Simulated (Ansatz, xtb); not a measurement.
Two isomers of C4H5FO2Si

We compare X, `O=C1OCC=C1[SiH2]F`, a singlet, with Y, `C#CC(=O)O[Si@H](C)F`, a singlet. Both are isolated molecules in the gas phase, relaxed with B3LYP/def2-SVP; the shapes shown needn't be the lowest conformers.

X (Å):

```yaml
atoms:
  - { symbol: C, position_ang: [-1.1491, 1.0712, -1.3096] }
  - { symbol: C, position_ang: [-1.0894, 2.3449, 0.5893] }
  - { symbol: C, position_ang: [-0.2458, 1.1198, 0.7909] }
  - { symbol: C, position_ang: [-0.2766, 0.3665, -0.3222] }
  - { symbol: F, position_ang: [1.4009, -1.6215, 0.6960] }
  - { symbol: O, position_ang: [-1.4416, 0.7406, -2.4258] }
  - { symbol: O, position_ang: [-1.6021, 2.2269, -0.7280] }
  - { symbol: Si, position_ang: [0.5726, -1.2605, -0.6646] }
  - { symbol: H, position_ang: [-0.5047, 3.2787, 0.6797] }
  - { symbol: H, position_ang: [-1.9250, 2.4045, 1.3107] }
  - { symbol: H, position_ang: [0.2960, 0.9070, 1.7152] }
  - { symbol: H, position_ang: [-0.4131, -2.3409, -0.9136] }
  - { symbol: H, position_ang: [1.5393, -1.1388, -1.7834] }
```

Y (Å):

```xyz
13

C     0.1448   -4.3966   -0.1127
C     0.0004   -3.2053    0.0516
C    -0.2017   -1.7873    0.2966
C    -1.4563    1.3188   -0.7138
F     1.1625    1.1550   -1.8107
O    -0.8032   -1.3503    1.2516
O     0.3463   -1.0122   -0.6468
Si    0.2796    0.6993   -0.5296
H     0.2741   -5.4535   -0.2599
H     1.0006    1.1264    0.6882
H    -2.0696    0.9775    0.1343
H    -1.4753    2.4202   -0.7428
H    -1.9039    0.9412   -1.6471
```

Task: Estimate E(Y) − E(X) at the level CCSD(T)/def2-SVP + ΔMP2/def2-TZVPP.

Result: Not settled: CCSD(T)/def2-SVP + ΔMP2/def2-TZVPP gives E(Y) − E(X) = −3.3 kcal/mol, but this leans on the basis-set step: CCSD(T) alone gives −0.3 kcal/mol.

Level by level:

| level | geometry | E(Y) − E(X) (kcal/mol) | departure from the last row (kcal/mol) | job, with rough time for the two |
| --- | --- | --- | --- | --- |
| GFN2-xTB | GFN2-xTB | +10.5 | +13.8 | optimisation, 0.17 s |
| HF/STO-3G | GFN2-xTB | +25.5 | +28.8 | single point, 0.4 s |
| r2SCAN-D4/def2-SVP | GFN2-xTB | +6.4 | +9.7 | single point, 3.6 s |
| B3LYP/def2-SVP | B3LYP/def2-SVP | +1.5 | +4.8 | optimisation, 46 s |
| HF/def2-SVP | B3LYP/def2-SVP | 0.0 | +3.4 | part of the CCSD(T) run |
| MP2/def2-SVP | B3LYP/def2-SVP | −3.2 | +0.1 | part of the CCSD(T) run |
| CCSD(T)/def2-SVP | B3LYP/def2-SVP | −0.3 | +3.1 | single point |
| CCSD(T)/def2-SVP + ΔMP2/def2-TZVPP | B3LYP/def2-SVP | −3.3 |  | single point, 85 s |

As drawn, Y has 1 C≡C, 1 O–Si, 1 C–H in place of 1 C–O, 1 C–C, 1 C=C, 1 Si–H. Structure X has a 5-membered ring, Y no ring.

GFN2-xTB, HF/STO-3G, r2SCAN-D4/def2-SVP, B3LYP/def2-SVP put the two in the other order. HF/def2-SVP, CCSD(T)/def2-SVP find them nearly level. The largest departure from CCSD(T)/def2-SVP + ΔMP2/def2-TZVPP is that of HF/STO-3G, 28.8 kcal/mol. The last row adds to CCSD(T) the change of the MP2 difference between the two basis sets, here −3.1 kcal/mol, a large step that makes the value less sure.

With thermal terms from frequencies at re-optimised GFN2-xTB minima (ideal gas, soft modes damped towards free rotors, one conformer each, 298.15 K, 1 atm): on the last row, ΔE + ΔZPE = −4.2, ΔH = −2.9, ΔG = −5.8 kcal/mol.

The correlated steps freeze 12 core orbitals. Mirror images aren't counted in ΔG. Programs: Ansatz 0.2.0, xtb 6.7.1; the last row on 4 threads of Arm Neoverse V1 on a shared host.
